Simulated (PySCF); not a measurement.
F4Se, SMILES F[Se](F)(F)F (connectivity only; charge and spin as stated), charge +1, multiplicity 2.

Geometry: PBE0-D3(BJ)/def2-SVP. The spin state was assumed, not searched. The isomer is the one that the SMILES or the coordinates give; other isomers of the formula were not compared.

Method: PBE0-D3(BJ)/def2-SVP run with PySCF.

Frequencies are harmonic and unscaled.

Computed normal modes with their intensities:
| mode | ν (cm⁻¹) | IR (km/mol) | moving atoms (share of kinetic energy) |
|---|---|---|---|
| 1 | 191 | 1.1 | F 97 % |
| 2 | 193 | 10.6 | F 77 %, Se 23 % |
| 3 | 285 | 0.0 | F 100 % |
| 4 | 318 | 24.5 | F 73 %, Se 27 % |
| 5 | 337 | 15.2 | F 88 %, Se 12 % |
| 6 | 569 | 34.0 | F 65 %, Se 35 % |
| 7 | 601 | 2.9 | F 99 % |
| 8 | 805 | 40.9 | F 82 %, Se 18 % |
| 9 | 818 | 71.8 | F 77 %, Se 23 % |
